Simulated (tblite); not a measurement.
Run record: tight-binding relaxation, `F/C=C\CBN1CCCC1`.

Computed with GFN2-xTB geometry optimisation, gas phase (tblite 0.8.0). Start geometry: from a force field or distance geometry. The input is one job of a driver script: a line of settings, then coordinates in Å.

Command:
```bash
OMP_NUM_THREADS=1 python probes_run.py task.json out
```

Input:
```
{"job": {"kind": "relax", "xc": "GFN2-xTB", "basis": "xTB"}, "charge": 0, "multiplicity": 1}
F      4.355100    -0.455300     0.961300
C      4.142400     0.066100    -0.296800
C      2.921100     0.019700    -0.824300
C      1.763400    -0.574500    -0.065800
B      0.711700     0.605000     0.102000
N     -0.611200     0.314800     0.743700
C     -1.110500    -0.997200     0.393800
C     -2.595300    -0.784100     0.656200
C     -2.804100     0.467100    -0.166800
C     -1.574600     1.266000     0.192800
H      4.951000     0.501600    -0.866800
H      2.763000     0.432900    -1.821400
H      2.059300    -0.917000     0.948200
H      1.276200    -1.383100    -0.664000
H      0.827700     1.635000    -0.487000
H     -0.933900    -1.199500    -0.669700
H     -0.729100    -1.809200     1.041900
H     -3.206700    -1.633400     0.319400
H     -2.676400    -0.516300     1.723800
H     -2.780200     0.210900    -1.255900
H     -3.755800     0.983600     0.125000
H     -1.852200     2.059400     0.920400
H     -1.145700     1.734500    -0.727000
```

Output:
```
step      E/eV     max force
  0    -829.06085    3.846
  1    -829.41141    1.913
  2    -829.59133    1.967
  3    -829.74077    1.211
  4    -829.84746    0.936
  5    -829.95180    0.902
  6    -830.16328    1.185
  7    -830.26701    0.703
  8    -830.33512    0.548
  9    -830.38453    0.490
... (136 lines left out)
146    -830.60374    0.040
147    -830.60410    0.038
148    -830.60451    0.050
149    -830.60487    0.047
150    -830.60509    0.071
151    -830.60542    0.024
152    -830.60560    0.018
153    -830.60576    0.021
154    -830.60580    0.014
155    -830.60585    0.009
```

«max force» is the largest atomic force in eV/Å.

**Question.** From which step on does the largest force stay under 0.1 eV/Å, and how much energy is left to gain from there?

**Answer.** From step 30 (0.091 eV/Å), 33.9 meV above the end.

In short: energy lowered by 35.6 kcal/mol over 155 steps; largest atomic force 0.009 eV/Å at the end.

On Intel Xeon at 2.50 GHz, one thread, no GPU, shared host with 64 logical CPUs at a one-minute load of 63, this took 3.6 s.
Labels such as C1 count atoms from 1, the log's own numbers from 0.
